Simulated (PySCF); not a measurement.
## How methods differ on the ionisation energy of La⁴⁸⁺

La⁴⁸⁺ [He] 2s2 2p5 [2p1/2^2 2p3/2^3, M_J = 3/2] → La⁴⁹⁺ [He] 2s2 2p4 [2p1/2^2 2p3/2^2, M_J = 2], as a difference of total energies. Calculation: PySCF 2.14, in an even-tempered Gaussian basis (17 s from 27 bohr⁻², ratio 2.4; 13 p from 36 bohr⁻², ratio 2.4; 5 d from 130 bohr⁻², ratio 2.6; 4 f from 190 bohr⁻², ratio 2.6); the two-component X2C-1e Hamiltonian. Correlated levels: nothing frozen; the 32 highest virtual spinors dropped. "Screened" scales the spin-orbit matrix elements by Boettger's factors to mimic the two-electron term; Breit and QED terms are absent.

| method | ionisation energy (eV) |
| --- | --- |
| GHF (spin-free) | 9048.2 |
| GMP2 (spin-free) | 9049.8 |
| GHF (screened spin-orbit) | 8921.7 |
| GMP2 (screened spin-orbit) | 8923.2 |

For this ion Breit and QED terms and the two-electron picture change, all absent here, outweigh the correlation shift from GHF to GMP2.

The spin-free rows relax to the high-spin LS determinant and lack the spin-orbit shift.

The labels give the starting determinants; with spin-orbit coupling the two ends relaxed to ⟨J²⟩ = 3.75, ⟨L²⟩ = 2.01, ⟨S²⟩ = 0.76 and ⟨J²⟩ = 6.00, ⟨L²⟩ = 3.22, ⟨S²⟩ = 1.40.

For comparison: 8914 ± 4 eV (theoretical estimate listed by NIST; NIST Atomic Spectra Database, ionization energies).
